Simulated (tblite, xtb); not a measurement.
BaCl, doublet, geometry from GFN2-xTB (such geometries of metal compounds can be far from the true shape) (the spin is typed, not shown lowest). Base run: GFN1-xTB in xtb.

xtb was given this input:
```
$ xtb mol.xyz --gfn 1 --uhf 1 --json

# file mol.xyz
2

Ba    -0.00000000    -0.00000000    -0.58554041
Cl     0.00000000     0.00000000     1.92883900
```

Programs used: tblite, xtb; a row that names a program was run with it.

Variants of this job, named by their change:

| change | ΔE vs base (kJ/mol) | dipole (D) | G_solv (kcal/mol) | SCF cycles |
|---|---|---|---|---|
| base | 0.00 | 9.87 | - | 8 |
| file = coord | 0.00 | 9.87 | - | 8 |
| alpb = methanol | -124.9 | 10.47 | -31.35 | 7 |
| acc = 1000 | 0.00 | 9.87 | - | 5 |
| alpb = acetone | -107.7 | 10.25 | -26.29 | 8 |
| program = tblite; method = gfn1; option = --grad | 0.00 | - | - | - |
| program = tblite; method = gfn1; option = (--alpb, water) | -107.0 | - | - | - |
| gbsa = methanol | -180.8 | 10.51 | -44.88 | 7 |
| acc = 30 | 0.00 | 9.87 | - | 7 |
| program = tblite; method = gfn1 | 0.00 | - | - | - |
| program = tblite; method = gfn1; option = --spin-polarized | -10.51 | - | - | - |
| acc = 0.1 | 0.00 | 9.87 | - | 10 |

ALPB and GBSA are two models with their own fitted parameters for each solvent, which aren't always the measured dielectric constant.
